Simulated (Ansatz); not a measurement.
Input for Ansatz (a first-principles code): U-MP2/aug-cc-pVTZ on BHN (SMILES [B]=N), 2S+1 = 2, atoms moved off the minimum.

Ansatz 0.2 input:
```yaml
crystal:
  periodic: [false, false, false]
  atoms:
    - {symbol: B, position_ang: [-0.27280659, -0.00888616, -1.05195061]}
    - {symbol: N, position_ang: [-0.09921916, 0.03637827, 0.41035018]}
    - {symbol: H, position_ang: [-0.08146436, 0.08086622, 1.41698633]}
basis:
  gaussian:
    orbitals: aug-cc-pVTZ
magnetization: {spin_polarized: true, initial_magnetization: 1}
correlation: {method: mp2, electrons: outside_noble_gas}
scf: {omitted_lower_state_checks: [cluster_reference]}
output: {forces: true}
```

Question: What total energy does the run end on?

Answer: -79.8771 hartree. Its determinant has ⟨S²⟩ = 1.34, a mixture of spin states.

Question: How many basis functions does it have, and what does it roughly cost on one machine?

Answer: 115 functions; about 13 core-seconds (a rough figure).
